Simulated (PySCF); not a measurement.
Harmonic spectrum computed at PBE in the def2-TZVP basis family (core potentials from Rb on, PySCF, no spin–orbit coupling):

| ω (cm⁻¹) | IR (km/mol, summed over degenerate members) | degeneracy |
| --- | --- | --- |
| 75 | 109 | 1 |
| 165 | 24.1 | 2 |
| 605 | 0.0 | 1 |
| 705 | 538 | 2 |

Question: Which molecule gave it? In each, all ligands are bound to the one heavy central atom.
A. BF₃ (singlet)
B. YF₃ (singlet)
C. ScF₃ (singlet)
D. CF₃ (doublet)

Answer: C. It has D3h symmetry with Sc–F 1.851 Å (×3).
